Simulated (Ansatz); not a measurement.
`C#[C][GeH]([F])[F]` → `C#CF` + `[F][GeH]` at 500 K and 1 bar (germylene formation by 1,1-elimination).

Isolated molecules relaxed with PBE0-D4/def2-TZVP in Ansatz; ΔE leaves out vibrations. CCSD(T)/CBS is the MP2 limit (def2-TZVPP, def2-QZVPP) plus CCSD(T) − MP2 in def2-TZVPP, frozen cores. This one scheme is used for every species. For Ge outer-core shells are correlated without core-valence functions, which leaves a few kJ/mol of doubt a bond. Scalar relativity is left out up to krypton.

| species | CCSD(T)/CBS energy (Eh) | H − E (kJ/mol) | S (J/(mol·K)) |
| --- | --- | --- | --- |
| `C#[C][GeH]([F])[F]` | -2353.01589 | 124.2 | 389.0 |
| `C#CF` | -176.38388 | 76.5 | 257.9 |
| `[F][GeH]` | -2176.50038 | 39.0 | 274.7 |

H − E and S are ideal-gas, rigid-rotor, harmonic terms from PBE0-D4/def2-TZVP. 1 Eh = 2625.50 kJ/mol, R = 8.31446 J/(mol·K).

Problem. By hand: ΔE, ΔH, ΔS and ΔG.

Solution. ΔE = (-176.38388) + (-2176.50038) − (-2353.01589) = 0.13163 Eh = 345.6 kJ/mol. Δ(H − E) = 76.5 + 39.0 − 124.2 = -8.7, so ΔH = 336.9 kJ/mol. ΔS = 257.9 + 274.7 − 389.0 = 143.6 J/(mol·K). ΔG = 336.9 − 500 × (143.6)/1000 = 265.1 kJ/mol.

Problem. By hand: the equilibrium constant, and the temperature at which ΔG would vanish if ΔH and ΔS stayed fixed.

Solution. log₁₀ K = −ΔG/(RT ln 10) = -27.7. ΔG = 0 at ΔH/ΔS = 2346 K.

The number of gas molecules changes by +1, which sets the sign of ΔS. A doubt of 5 kJ/mol in ΔE shifts log₁₀ K by 0.5 here. These are equilibria of isolated gas molecules and say nothing of rates. Largest T1 diagnostic: 0.014 (customary marks: 0.02 for closed shells, 0.045 for open ones).
